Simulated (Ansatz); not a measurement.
```xyz
3

Ta    0.0000    0.0000    0.0000
H     0.0000    1.7039    0.7945
H     0.0000   -1.7039    0.7945
```

Basis set: def2-TZVPP (spherical functions, with the set's core potentials past Kr). Charge 0, multiplicity 4.

Computed with Ansatz (development build ahead of 0.2.0); each method stands on the lowest determinant of its kind that the runs found. Restricted functionals stand beside restricted open-shell atoms, which can lie above the unrestricted atoms usual in DFT and then raise those values.

(1) Give the atomization energy at this shape (free ground-state atoms in the same class of orbitals less the molecule, no zero-point energy) of quartet TaH₂ by PBE (restricted open-shell), PBE0 (unrestricted), UHF.

Results:

(1)

| method | atomization energy |
| --- | --- |
| PBE (restricted open-shell) | 132.20 kcal/mol |
| PBE0 (unrestricted) | 130.70 kcal/mol |
| UHF | 101.55 kcal/mol |

Caution: other spin multiplicities were not run. Caution for PBE (restricted open-shell): no unrestricted run beside it, a lower state can exist.

The shape needn't be a minimum at these levels.
